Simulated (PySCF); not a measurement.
Predicted microwave data (PBE0-D3(BJ)/def2-SVP geometry optimisation, gas phase in PySCF) for one isomer of C6H11B:

| Quantity | Value |
| --- | --- |
| Rotational constants | A = 3714, B = 3082, C = 2663 MHz |
| Dipole components | \|μa\| = 0.00 D, \|μb\| = 2.01 D, \|μc\| = 0.23 D |
| Inertial defect | -110.26 u·Å² |
| κ | -0.20 |

Question: Which structure is it? (One computed conformer of each.)
A. `[CH2:1]=[CH:2][B:3]1[CH2:4][CH2:5][CH2:6][CH2:7]1` with C1–C2–B3–C4 -5°, C2–B3–C4–C5 167°, B3–C4–C5–C6 31°, C4–C5–C6–C7 -39°, C5–C6–C7–B3 30°
B. `[BH2:1][C@:2]12[CH2:3][CH2:4][C@H:5]1[CH2:6][CH2:7]2` with H–B1–C2–C3 171° and -4°
C. `[CH2:1]=[CH:2]/[CH:3]=[CH:4]\[B:5]([CH3:6])[CH3:7]` with C1–C2–C3–C4 179°

Answer: B. It is B[C@]12CC[C@H]1CC2, an asymmetric top, point group Cs. The candidates at the same level (rigid rotor, commonest isotopes):

| SMILES | A (MHz) | B (MHz) | C (MHz) | μa (D) | μb (D) | μc (D) | Δ (u·Å²) | point group | rotor |
| --- | --- | --- | --- | --- | --- | --- | --- | --- | --- |
| C=C/C=C\B(C)C | 5545 | 1298 | 1086 | 0.54 | 0.08 | 0.05 | -14.96 | C1 | near-prolate asymmetric top |
| C=CB1CCCC1 | 5719 | 1686 | 1362 | 0.61 | 0.12 | 0.00 | -17.06 | C1 | asymmetric top |
| B[C@]12CC[C@H]1CC2 | 3714 | 3082 | 2663 | 0.00 | 2.01 | 0.23 | -110.26 | Cs | asymmetric top |

`C=CB1CCCC1` has A 54 % too high; `C=C/C=C\B(C)C` has C 59 % too low. In the right answer the mirror of this Cs structure is the bc plane, so μa vanishes by symmetry (the 0.01 D computed is a residue). No structure here is proved a minimum.
